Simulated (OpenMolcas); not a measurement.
Ti3+, Zr3+, Hf3+: d down the group

```json
{"Program": "OpenMolcas", "Method": "CASSCF", "Basis": "ANO-R2", "Scalar Hamiltonian": "X2C, finite nucleus", "Spin-orbit coupling": "RASSI with atomic mean-field integrals over the reference wave functions, term energies averaged over their components"}
```

Active space for each ion: 1 electron in 5 orbitals (d).

Computed levels in cm-1 above 2D 3/2:

```tsv
Level	Ti3+	Zr3+	Hf3+
2D 5/2	360	1286	5660
weight of 2D in the lowest level (%)	100	100	100
```

Measured, with the error of the calculation in %. Measured levels: Ti3+ from Corliss and Sugar, J. Phys. Chem. Ref. Data 8, 1 (1979); Zr3+ from the list in Rauch et al., Astron. Astrophys. 599, A142 (2017).

| Level | Ti3+ | Zr3+ |
| --- | --- | --- |
| 2D 5/2 | 382 (-5.7) | 1251 (+2.9) |

The fine-structure level 2D 5/2 changes by a factor of 15.7 from Ti3+ to Hf3+.

With one active electron the reference holds no correlation, so core polarisation is missing. Measured partners are found by configuration, term and J. A level has none where our copy of the source lacks it or the pairing is in doubt (some pairs that miss far off the trend of their configuration count as doubtful), and it then counts in no deviation. Levels of configurations outside the active space are missing.
